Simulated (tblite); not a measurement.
A geometry optimisation, step by step.

C4H7ClSi.
SMILES with atom numbers: `[Cl:1][CH2:2]/[CH:3]=[C:4]1\[CH2:5][SiH2:6]1` (hydrogens: H7, H8 on C2; H9 on C3; H10, H11 on C5; H12, H13 on Si6)

Computed with GFN2-xTB (tblite), gas phase: L-BFGS steps from a force-field or distance-geometry start until the largest atomic force falls under 0.01 eV/Å. 12 of its 69 geometries are shown.

Step 0: E = -496.9997 eV, largest atomic force 6.430 eV/Å
```
atom  x, y, z in Å  |  force x, y, z in eV/Å
Cl1     3.118   -0.422    1.263    0.064  -0.025   0.005
C2      2.046   -0.277   -0.169   -0.040  -0.058  -0.023
C3      0.899    0.602    0.174   -0.627   0.148  -0.105
C4     -0.393    0.263    0.040    6.282  -1.322  -0.365
C5     -0.980   -0.949   -0.388   -1.794  -0.232  -0.405
Si6    -1.901    1.023    0.348   -5.201   1.529   0.787
H7      1.750   -1.288   -0.453   -0.154   0.093   0.083
H8      2.644    0.160   -0.968    0.120   0.057  -0.001
H9      1.154    1.597    0.531    0.051  -0.186  -0.039
H10    -1.433   -1.598    0.352    0.345  -0.109  -0.252
H11    -1.458   -0.957   -1.371    0.435  -0.286   0.348
H12    -2.732    0.478    1.452    0.337   0.340  -0.326
H13    -2.717    1.369   -0.830    0.182   0.051   0.294
```

Step 6: E = -497.9378 eV, largest atomic force 3.077 eV/Å
```
atom  x, y, z in Å  |  force x, y, z in eV/Å
Cl1     3.147   -0.438    1.267    0.089  -0.036  -0.038
C2      2.109   -0.283   -0.176   -0.897   0.151   0.115
C3      0.930    0.595    0.150    2.577   1.560   0.626
C4     -0.310    0.270    0.070   -0.823  -1.031  -0.461
C5     -1.233   -0.809   -0.337   -0.844   0.728   0.133
Si6    -1.973    0.935    0.318   -2.149  -1.057  -0.452
H7      1.723   -1.269   -0.438    0.283  -0.049  -0.063
H8      2.691    0.160   -0.978    0.217  -0.076  -0.050
H9      1.190    1.619    0.543   -0.067  -1.051  -0.435
H10    -1.372   -1.656    0.331    0.362   0.143  -0.349
H11    -1.401   -1.016   -1.400    0.504  -0.043   0.582
H12    -2.756    0.491    1.492    0.342   0.560  -0.217
H13    -2.751    1.402   -0.859    0.407   0.200   0.609
```

Step 12: E = -498.4483 eV, largest atomic force 0.356 eV/Å
```
atom  x, y, z in Å  |  force x, y, z in eV/Å
Cl1     3.169   -0.457    1.246   -0.105   0.020   0.021
C2      2.074   -0.272   -0.178    0.099  -0.233   0.034
C3      0.924    0.616    0.164    0.280   0.157  -0.052
C4     -0.357    0.331    0.072   -0.038  -0.159   0.066
C5     -1.256   -0.798   -0.330   -0.139  -0.264  -0.142
Si6    -2.167    0.735    0.244   -0.067   0.313   0.115
H7      1.764   -1.276   -0.449   -0.157  -0.132  -0.024
H8      2.724    0.126   -0.960   -0.182   0.167  -0.014
H9      1.238    1.587    0.521   -0.051   0.141   0.042
H10    -1.296   -1.675    0.294    0.304  -0.179   0.050
H11    -1.300   -1.047   -1.376    0.240  -0.152  -0.208
H12    -2.766    0.612    1.554   -0.078   0.166   0.072
H13    -2.754    1.518   -0.821   -0.106   0.156   0.040
```

Step 19: E = -498.5156 eV, largest atomic force 0.104 eV/Å
```
atom  x, y, z in Å  |  force x, y, z in eV/Å
Cl1     3.138   -0.464    1.250   -0.064  -0.028  -0.031
C2      2.048   -0.290   -0.178    0.083  -0.026   0.028
C3      0.914    0.616    0.163    0.064   0.013   0.020
C4     -0.364    0.315    0.077    0.001   0.103   0.011
C5     -1.242   -0.827   -0.345   -0.001  -0.043   0.003
Si6    -2.167    0.729    0.241   -0.055  -0.013  -0.005
H7      1.732   -1.295   -0.454   -0.073   0.057   0.008
H8      2.673    0.145   -0.959   -0.001  -0.035  -0.049
H9      1.224    1.592    0.515   -0.028   0.036   0.026
H10    -1.195   -1.712    0.275   -0.002  -0.038   0.040
H11    -1.204   -1.094   -1.394    0.010   0.022  -0.022
H12    -2.783    0.704    1.560    0.040   0.001  -0.075
H13    -2.779    1.581   -0.768    0.025  -0.048   0.047
```

Step 25: E = -498.5209 eV, largest atomic force 0.075 eV/Å
```
atom  x, y, z in Å  |  force x, y, z in eV/Å
Cl1     3.123   -0.481    1.250    0.006  -0.029  -0.035
C2      2.047   -0.287   -0.178   -0.053   0.020  -0.018
C3      0.920    0.630    0.167   -0.064  -0.021  -0.034
C4     -0.358    0.323    0.077    0.022   0.032   0.037
C5     -1.226   -0.833   -0.342    0.013   0.007  -0.007
Si6    -2.166    0.716    0.234    0.018   0.016   0.016
H7      1.697   -1.282   -0.453   -0.012   0.038   0.013
H8      2.668    0.131   -0.975   -0.002  -0.036   0.061
H9      1.219    1.607    0.525    0.032   0.004  -0.005
H10    -1.181   -1.719    0.282    0.032   0.040  -0.040
H11    -1.189   -1.091   -1.395    0.017  -0.026   0.032
H12    -2.778    0.711    1.549   -0.001  -0.029   0.026
H13    -2.780    1.577   -0.759   -0.007  -0.018  -0.044
```

Step 31: E = -498.5255 eV, largest atomic force 0.056 eV/Å
```
atom  x, y, z in Å  |  force x, y, z in eV/Å
Cl1     3.108   -0.516    1.237    0.004  -0.016   0.044
C2      2.028   -0.282   -0.180   -0.017  -0.024  -0.019
C3      0.920    0.655    0.166    0.002  -0.028   0.036
C4     -0.357    0.342    0.087    0.015   0.012  -0.047
C5     -1.207   -0.827   -0.340    0.009   0.023   0.013
Si6    -2.168    0.713    0.234    0.006  -0.027  -0.005
H7      1.643   -1.263   -0.451   -0.001  -0.042  -0.023
H8      2.668    0.106   -0.974   -0.032   0.038  -0.012
H9      1.229    1.626    0.531    0.013   0.011  -0.027
H10    -1.148   -1.714    0.280    0.013   0.036   0.033
H11    -1.162   -1.096   -1.389    0.024   0.050   0.009
H12    -2.773    0.700    1.552   -0.022  -0.017   0.013
H13    -2.784    1.557   -0.774   -0.014  -0.015  -0.015
```

Step 37: E = -498.5292 eV, largest atomic force 0.050 eV/Å
```
atom  x, y, z in Å  |  force x, y, z in eV/Å
Cl1     3.091   -0.554    1.234   -0.021  -0.016  -0.006
C2      2.010   -0.290   -0.180    0.026  -0.004   0.023
C3      0.923    0.667    0.174    0.027   0.039  -0.011
C4     -0.356    0.369    0.085   -0.041  -0.003   0.028
C5     -1.187   -0.814   -0.334   -0.002   0.005   0.006
Si6    -2.173    0.708    0.235   -0.024   0.026  -0.004
H7      1.604   -1.262   -0.459    0.024  -0.006  -0.006
H8      2.650    0.100   -0.972    0.011   0.001  -0.020
H9      1.246    1.640    0.522    0.021  -0.012   0.002
H10    -1.113   -1.693    0.294    0.016  -0.017   0.015
H11    -1.131   -1.081   -1.382   -0.010  -0.003  -0.012
H12    -2.777    0.680    1.555   -0.004   0.003  -0.036
H13    -2.794    1.529   -0.790   -0.022  -0.013   0.022
```

Step 43: E = -498.5302 eV, largest atomic force 0.029 eV/Å
```
atom  x, y, z in Å  |  force x, y, z in eV/Å
Cl1     3.081   -0.570    1.235   -0.010   0.007  -0.014
C2      2.008   -0.291   -0.182    0.005  -0.004   0.003
C3      0.925    0.672    0.173    0.009  -0.015  -0.010
C4     -0.356    0.378    0.091    0.026   0.004  -0.012
C5     -1.182   -0.810   -0.329    0.007  -0.004   0.002
Si6    -2.176    0.709    0.232    0.010  -0.005   0.003
H7      1.603   -1.262   -0.463   -0.006   0.020  -0.014
H8      2.650    0.098   -0.975    0.007  -0.007   0.027
H9      1.259    1.642    0.520   -0.007  -0.005   0.000
H10    -1.098   -1.688    0.299   -0.008   0.003  -0.001
H11    -1.125   -1.076   -1.377    0.001  -0.002   0.008
H12    -2.785    0.677    1.548   -0.019   0.006   0.012
H13    -2.809    1.521   -0.791   -0.015   0.002  -0.003
```

Step 49: E = -498.5306 eV, largest atomic force 0.020 eV/Å
```
atom  x, y, z in Å  |  force x, y, z in eV/Å
Cl1     3.076   -0.576    1.235    0.000  -0.012   0.014
C2      2.009   -0.292   -0.183   -0.009   0.009  -0.015
C3      0.929    0.674    0.171   -0.017  -0.007   0.000
C4     -0.353    0.381    0.089    0.005  -0.001   0.002
C5     -1.179   -0.808   -0.326   -0.005  -0.006  -0.005
Si6    -2.175    0.710    0.233    0.006  -0.007   0.003
H7      1.599   -1.259   -0.471    0.005   0.001  -0.002
H8      2.657    0.097   -0.970    0.007   0.004   0.002
H9      1.263    1.642    0.520    0.001   0.010  -0.003
H10    -1.095   -1.687    0.302    0.000   0.011   0.000
H11    -1.123   -1.076   -1.374   -0.002  -0.004   0.001
H12    -2.793    0.678    1.546    0.004   0.004   0.003
H13    -2.820    1.516   -0.789    0.005  -0.002   0.000
```

Step 56: E = -498.5310 eV, largest atomic force 0.026 eV/Å
```
atom  x, y, z in Å  |  force x, y, z in eV/Å
Cl1     3.061   -0.595    1.241   -0.001   0.000   0.010
C2      2.011   -0.289   -0.187    0.002  -0.006   0.011
C3      0.929    0.676    0.168    0.002   0.012  -0.014
C4     -0.352    0.382    0.087   -0.013   0.004  -0.010
C5     -1.178   -0.808   -0.326   -0.001   0.001   0.019
Si6    -2.175    0.708    0.236   -0.006   0.009  -0.006
H7      1.601   -1.252   -0.486   -0.003  -0.002  -0.020
H8      2.670    0.103   -0.962   -0.005   0.009   0.004
H9      1.262    1.647    0.513    0.000  -0.006   0.003
H10    -1.093   -1.681    0.309    0.003  -0.026  -0.002
H11    -1.123   -1.083   -1.373   -0.001   0.005   0.015
H12    -2.795    0.684    1.549    0.017  -0.006  -0.004
H13    -2.823    1.508   -0.787    0.006   0.005  -0.004
```

Step 62: E = -498.5324 eV, largest atomic force 0.044 eV/Å
```
atom  x, y, z in Å  |  force x, y, z in eV/Å
Cl1     2.991   -0.661    1.270   -0.021   0.025  -0.030
C2      2.015   -0.279   -0.197   -0.008   0.000  -0.003
C3      0.930    0.686    0.144    0.005  -0.012   0.041
C4     -0.352    0.386    0.075    0.000  -0.027   0.021
C5     -1.176   -0.814   -0.309   -0.012  -0.010  -0.005
Si6    -2.173    0.707    0.241    0.000  -0.004  -0.011
H7      1.612   -1.225   -0.554   -0.010   0.008  -0.008
H8      2.713    0.139   -0.923    0.018  -0.010   0.023
H9      1.257    1.659    0.486    0.010   0.000  -0.017
H10    -1.082   -1.682    0.332    0.019   0.008   0.024
H11    -1.133   -1.105   -1.352   -0.011   0.016  -0.021
H12    -2.779    0.699    1.561    0.016  -0.001  -0.010
H13    -2.828    1.491   -0.790   -0.006   0.006  -0.002
```

Step 68: E = -498.5331 eV, largest atomic force 0.008 eV/Å
```
atom  x, y, z in Å  |  force x, y, z in eV/Å
Cl1     2.941   -0.703    1.280    0.003  -0.001   0.006
C2      2.015   -0.273   -0.203   -0.005   0.002  -0.004
C3      0.930    0.691    0.136   -0.006  -0.004  -0.004
C4     -0.351    0.387    0.072    0.006   0.002   0.000
C5     -1.173   -0.819   -0.299   -0.001  -0.002  -0.002
Si6    -2.172    0.704    0.241    0.003  -0.002   0.001
H7      1.612   -1.204   -0.600    0.000  -0.003   0.000
H8      2.742    0.157   -0.893    0.003  -0.001   0.000
H9      1.258    1.668    0.467   -0.001   0.004   0.002
H10    -1.067   -1.679    0.350   -0.001   0.004  -0.002
H11    -1.137   -1.114   -1.341    0.002   0.001   0.002
H12    -2.767    0.708    1.565    0.002   0.000   0.002
H13    -2.834    1.478   -0.793   -0.003   0.000   0.000
```

Q: Summarise the path.

A: The energy falls by 1.5334 eV from step 0 to step 68; nine tenths of that is first reached at step 11. It falls at every step. The largest force goes from 6.430 to 0.008 eV/Å. Among the bonds C5–Si6 changes most, from 2.297 to 1.900 Å; the atoms move by 0.253 Å rms after alignment.

Q: Follow the three bonds and two angles with the largest change from start to end.

A: 
| step | E above end (eV) | largest force (eV/Å) | C5–Si6 (Å) | C4–Si6 (Å) | C4–C5 (Å) | C5–C4–Si6 (°) | Si6–C5–H10 (°) |
| --- | --- | --- | --- | --- | --- | --- | --- |
| 0 | 1.5334 | 6.430 | 2.297 | 1.717 | 1.413 | 93.9 | 97.4 |
| 3 | 1.0803 | 1.257 | 2.305 | 1.861 | 1.417 | 88.3 | 99.7 |
| 6 | 0.5953 | 3.077 | 2.005 | 1.808 | 1.477 | 74.5 | 115.4 |
| 9 | 0.2138 | 1.136 | 1.884 | 1.869 | 1.491 | 67.1 | 120.5 |
| 12 | 0.0849 | 0.356 | 1.873 | 1.862 | 1.498 | 66.7 | 118.1 |
| 15 | 0.0455 | 0.256 | 1.899 | 1.871 | 1.517 | 67.3 | 119.1 |
| 18 | 0.0202 | 0.205 | 1.906 | 1.860 | 1.500 | 68.1 | 120.7 |
| 21 | 0.0156 | 0.093 | 1.902 | 1.856 | 1.505 | 68.0 | 121.0 |
| 24 | 0.0131 | 0.101 | 1.902 | 1.857 | 1.506 | 68.0 | 120.8 |
| 27 | 0.0109 | 0.093 | 1.901 | 1.856 | 1.504 | 68.0 | 120.8 |
| 30 | 0.0082 | 0.064 | 1.903 | 1.855 | 1.506 | 68.1 | 121.1 |
| 33 | 0.0062 | 0.091 | 1.904 | 1.855 | 1.506 | 68.1 | 121.1 |
| 35 | 0.0047 | 0.066 | 1.902 | 1.855 | 1.505 | 68.0 | 120.9 |
| 38 | 0.0037 | 0.043 | 1.900 | 1.855 | 1.505 | 68.0 | 120.8 |
| 41 | 0.0032 | 0.036 | 1.900 | 1.855 | 1.506 | 67.9 | 121.0 |
| 44 | 0.0028 | 0.025 | 1.900 | 1.856 | 1.506 | 67.9 | 121.2 |
| 47 | 0.0026 | 0.019 | 1.900 | 1.857 | 1.506 | 67.9 | 121.2 |
| 50 | 0.0025 | 0.016 | 1.900 | 1.857 | 1.506 | 67.9 | 121.1 |
| 53 | 0.0024 | 0.027 | 1.899 | 1.857 | 1.506 | 67.9 | 121.0 |
| 56 | 0.0022 | 0.026 | 1.900 | 1.857 | 1.506 | 67.9 | 120.7 |
| 59 | 0.0017 | 0.063 | 1.900 | 1.858 | 1.506 | 67.9 | 120.7 |
| 62 | 0.0008 | 0.044 | 1.900 | 1.857 | 1.506 | 67.9 | 121.0 |
| 65 | 0.0001 | 0.041 | 1.900 | 1.856 | 1.506 | 67.9 | 121.1 |
| 68 | 0.0000 | 0.008 | 1.900 | 1.857 | 1.506 | 67.9 | 121.2 |

The cost below is that of the whole relaxation. On an Intel Xeon at 2.50 GHz with one thread, no GPU, shared host with 64 logical CPUs at a one-minute load of 63, this took 1.3 s wall.
